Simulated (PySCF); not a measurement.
C$_{3}$H$_{8}$BF, singlet, geometry from GFN2-xTB; PBE0/6-31G, polarisability in PySCF.

PySCF was given this input:
```python
from pyscf import gto, scf, dft
from pyscf.prop import polarizability

mol = gto.M(
    atom='''
B     0.25160392    0.21220382    0.44206617
F     0.59683375   -0.99281626    0.87350444
C     0.71183177    1.45100627    1.30776094
H     1.79766663    1.47280062    1.38877933
H     0.33950561    1.36245711    2.32717312
H     0.38534495    2.40705519    0.91111260
C    -0.59232345    0.33443624   -0.89543948
C    -0.89367196   -0.99123117   -1.59888749
H    -0.07108399    0.99831813   -1.59138278
H    -1.53592522    0.84222856   -0.67328184
H    -1.45024400   -1.65242281   -0.93916546
H     0.03092903   -1.49237830   -1.87501337
H    -1.48073444   -0.82899911   -2.50069641
''',
    basis='6-31g',
    verbose=3,
)

mf = dft.RKS(mol)
mf.xc = 'pbe0'
mf.kernel()
alpha = mf.Polarizability().polarizability()[2, 2]
print('alpha_zz =', alpha)
```

It wrote (shortened):

```
site-packages/pyscf/prop/efg/rhf.py:45: UserWarning: Module EFG is under testing
  warnings.warn('Module EFG is under testing')
site-packages/pyscf/prop/efg/dhf.py:30: UserWarning: Module EFG is under testing
  warnings.warn('Module EFG is under testing')
site-packages/pyscf/prop/zfs/uhf.py:40: UserWarning: Module ZFS is under testing
  warnings.warn('Module ZFS is under testing')
site-packages/pyscf/prop/gtensor/uhf.py:43: UserWarning: Module g-tensor is under testing
  warnings.warn('Module g-tensor is under testing')
site-packages/pyscf/prop/gtensor/uks.py:41: UserWarning: Module g-tensor is under testing
  warnings.warn('Module g-tensor is under testing')
site-packages/pyscf/prop/hfc/uks.py:35: UserWarning: Module HFC is under testing
  warnings.warn('Module HFC is under testing')
site-packages/pyscf/prop/magnetizability/rhf.py:39: UserWarning: Module magnetizability is under testing
  warnings.warn('Module magnetizability is under testing')
site-packages/pyscf/prop/magnetizability/uhf.py:37: UserWarning: Module magnetizability is under testing
  warnings.warn('Module magnetizability is under testing')
site-packages/pyscf/prop/magnetizability/rks.py:37: UserWarning: Module magnetizability is under testing
  warnings.warn('Module magnetizability is under testing')
site-packages/pyscf/prop/magnetizability/uks.py:39: UserWarning: Module magnetizability is under testing
  warnings.warn('Module magnetizability is under testing')
site-packages/pyscf/prop/polarizability/uhf.py:34: UserWarning: Module polarizability is under testing
  warnings.warn('Module polarizability is under testing')
site-packages/pyscf/prop/polarizability/rks.py:29: UserWarning: Module polarizability is under testing
  warnings.warn('Module polarizability is under testing')
site-packages/pyscf/prop/polarizability/uks.py:29: UserWarning: Module polarizability is under testing
  warnings.warn('Module polarizability is under testing')
converged SCF energy = -243.564677089123
alpha_zz = 42.87647427379083
```
